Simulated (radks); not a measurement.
Question: All-electron atom: V2+ in [Ar] 3d3 (the NIST ground configuration). Method: Dirac Kohn-Sham, PBE, spin-unpolarised, spherical densities, point nucleus; open shells fill j = l - 1/2 first; computed with a radial shooting solver on a logarithmic mesh with Libxc functionals. Some entries of the table are withheld. Estimate them.

orbital  occ.  eigenvalue (hartree)  <r> (bohr)  <1/r> (bohr^-1)
1s1/2       2                   (1)     0.06644            22.84
2s1/2       2             -22.74300      0.3080              (2)
2p1/2       2                   (3)      0.2721            4.749
2p3/2       4                   (4)      0.2749            4.683
3s1/2       2              -3.18734      0.9488            1.486
3p1/2       2                   (5)         (6)            1.361
3p3/2       4                   (7)         (8)            1.347
3d3/2       3              -0.78408         (9)            1.006
3d5/2       0              -0.78147        (10)            1.003

Answer: 
(1) 1s1/2 eigenvalue (hartree): -197.7292
(2) 2s1/2 <1/r> (bohr^-1): 4.813
(3) 2p1/2 eigenvalue (hartree): -19.26277
(4) 2p3/2 eigenvalue (hartree): -19.00178
(5) 3p1/2 eigenvalue (hartree): -2.24539
(6) 3p1/2 <r> (bohr): 1.010
(7) 3p3/2 eigenvalue (hartree): -2.21487
(8) 3p3/2 <r> (bohr): 1.018
(9) 3d3/2 <r> (bohr): 1.320
(10) 3d5/2 <r> (bohr): 1.323
